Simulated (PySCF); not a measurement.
# `C1=C/CCCCCC/1`, C8H14

Molfile (atoms numbered from 1):
```
C8H14
     RDKit          3D

 22 22  0  0  0  0  0  0  0  0999 V2000
    0.6143   -1.3915    0.5402 C   0  0  0  0  0  0  0  0  0  0  0  0
   -0.2753   -1.5579   -0.4439 C   0  0  0  0  0  0  0  0  0  0  0  0
   -1.7192   -1.2593   -0.2477 C   0  0  0  0  0  0  0  0  0  0  0  0
   -1.8761    0.2512   -0.5409 C   0  0  0  0  0  0  0  0  0  0  0  0
   -0.8766    1.1750    0.1773 C   0  0  0  0  0  0  0  0  0  0  0  0
    0.5574    1.3140   -0.4059 C   0  0  0  0  0  0  0  0  0  0  0  0
    1.7375    0.7449    0.4013 C   0  0  0  0  0  0  0  0  0  0  0  0
    1.9484   -0.7833    0.2896 C   0  0  0  0  0  0  0  0  0  0  0  0
    0.2459   -1.3505    1.5745 H   0  0  0  0  0  0  0  0  0  0  0  0
    0.0876   -1.5522   -1.4810 H   0  0  0  0  0  0  0  0  0  0  0  0
   -2.3920   -1.8374   -0.9020 H   0  0  0  0  0  0  0  0  0  0  0  0
   -2.0136   -1.4601    0.7962 H   0  0  0  0  0  0  0  0  0  0  0  0
   -1.7902    0.4151   -1.6299 H   0  0  0  0  0  0  0  0  0  0  0  0
   -2.9019    0.5581   -0.2735 H   0  0  0  0  0  0  0  0  0  0  0  0
   -1.3311    2.1792    0.1814 H   0  0  0  0  0  0  0  0  0  0  0  0
   -0.8182    0.8875    1.2415 H   0  0  0  0  0  0  0  0  0  0  0  0
    0.7600    2.3899   -0.5337 H   0  0  0  0  0  0  0  0  0  0  0  0
    0.5843    0.8986   -1.4283 H   0  0  0  0  0  0  0  0  0  0  0  0
    2.6646    1.2533    0.0855 H   0  0  0  0  0  0  0  0  0  0  0  0
    1.5995    1.0101    1.4648 H   0  0  0  0  0  0  0  0  0  0  0  0
    2.2968   -1.0294   -0.7277 H   0  0  0  0  0  0  0  0  0  0  0  0
    2.7300   -1.1040    0.9975 H   0  0  0  0  0  0  0  0  0  0  0  0
  1  2  2  0
  2  3  1  0
  3  4  1  0
  4  5  1  0
  5  6  1  0
  6  7  1  0
  7  8  1  0
  8  1  1  0
  1  9  1  0
  2 10  1  0
  3 11  1  0
  3 12  1  0
  4 13  1  0
  4 14  1  0
  5 15  1  0
  5 16  1  0
  6 17  1  0
  6 18  1  0
  7 19  1  0
  7 20  1  0
  8 21  1  0
  8 22  1  0
M  END
```

Method: PySCF, TDDFT CAM-B3LYP/aug-cc-pVDZ circular dichroism and optical rotation, one conformer, IEF-PCM acetonitrile (non-equilibrium linear response, no local-field factor). Geometry: PBE0-D3(BJ)/def2-SVP.

States above about 7.9 eV (minus the energy of the highest occupied orbital) lie near or above the ionisation threshold and depend on the basis. No stereocentre is labelled: unless the shape is locked (an allene, a helicene, a hindered biaryl), the mirror image is equally populated and a measured rotation or CD is zero. Singlets 7 and 8 lie within 0.01 eV of each other, so their separate moments and overlaps can depend on how they mix.

Question: Draw the ECD and absorption spectra from the lowest 12 states, each a Gaussian of half-width 0.25 eV at 1/e height.

Answer: 
| E (eV) | λ (nm) | Δε (L mol⁻¹ cm⁻¹) | ε (L mol⁻¹ cm⁻¹) |
| --- | --- | --- | --- |
| 5.57 | 223 | -0.65 | 154 |
| 5.67 | 219 | -2.80 | 664 |
| 5.77 | 215 | -8.75 | 2090 |
| 5.87 | 211 | -20.13 | 4860 |
| 5.97 | 208 | -34.74 | 8460 |
| 6.07 | 204 | -47.13 | 11500 |
| 6.17 | 201 | -54.79 | 13400 |
| 6.27 | 198 | -59.25 | 14700 |
| 6.37 | 195 | -58.51 | 15100 |
| 6.47 | 192 | -47.33 | 13300 |
| 6.57 | 189 | -28.07 | 9300 |
| 6.67 | 186 | -10.93 | 4910 |
| 6.77 | 183 | -2.03 | 1960 |
| 6.87 | 181 | +0.76 | 712 |
| 6.97 | 178 | +1.83 | 632 |
| 7.07 | 175 | +3.58 | 1430 |
| 7.17 | 173 | +7.57 | 3120 |
| 7.27 | 171 | +16.55 | 5520 |
| 7.37 | 168 | +31.54 | 7880 |
| 7.47 | 166 | +46.33 | 9000 |
| 7.57 | 164 | +51.19 | 8130 |
| 7.67 | 162 | +45.39 | 5860 |
| 7.77 | 160 | +38.22 | 3640 |

Δε uses R in velocity form, ε uses f in length form. Only the states computed contribute, so the short-wavelength end is incomplete.
